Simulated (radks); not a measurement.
Q: Radial electron density D(r) = 4 pi r^2 rho(r) of an atom or ion with 13 electrons. Method: non-relativistic Kohn-Sham, LDA (Slater exchange, Perdew-Wang correlation), spin-unpolarised, spherical densities, point nucleus; computed with a radial shooting solver on a logarithmic mesh with Libxc functionals.

```
   r/bohr * D(r) (the largest magnitude, 38.7, reaches the edge; | marks zero)
 0.005263 |     *
 0.005886 |      *
 0.006584 |        *
 0.007364 |          *
 0.008237 |            *
 0.009213 |              *
  0.01031 |                *
  0.01153 |                   *
  0.01289 |                       *
  0.01431 |                          *
    0.016 |                             *
   0.0179 |                                 *
  0.02002 |                                     *
  0.02239 |                                        *
  0.02504 |                                           *
  0.02801 |                                              *
  0.03133 |                                                *
  0.03505 |                                                 *
   0.0392 |                                                 *
  0.04384 |                                                *
  0.04904 |                                              *
  0.05485 |                                           *
  0.06086 |                                         *
  0.06808 |                                       *
  0.07614 |                                      *
  0.08517 |                                     *
  0.09526 |                                       *
   0.1066 |                                          *
   0.1192 |                                              *
   0.1333 |                                                  *
   0.1491 |                                                     *
   0.1668 |                                                      *
   0.1865 |                                                     *
   0.2086 |                                                *
   0.2334 |                                         *
    0.259 |                                  *
   0.2896 |                          *
    0.324 |                  *
   0.3624 |              *
   0.4053 |           *
   0.4533 |          *
   0.5071 |         *
   0.5672 |         *
   0.6344 |        *
   0.7096 |      *
   0.7936 |    *
   0.8877 |  *
    0.985 |*
    1.102 |*
    1.232 *
    1.378 *
    1.542 *
    1.724 *
    1.929 *
```

What is the nuclear charge?

A: Z = 29. The innermost maximum, from 1s, lies near 1/Z = 0.0345 bohr (found: 0.0368), and its height grows with Z. The density is that of the copper ion Cu16+ in [Ne] 3s2 3p1; the configuration itself is not fixed sharply by these data, and Z only to about a unit. D(r) has 2 maxima, at r = 0.0368, 0.167 bohr, and minima at 0.0805 bohr, inside which lie 2.12 electrons.
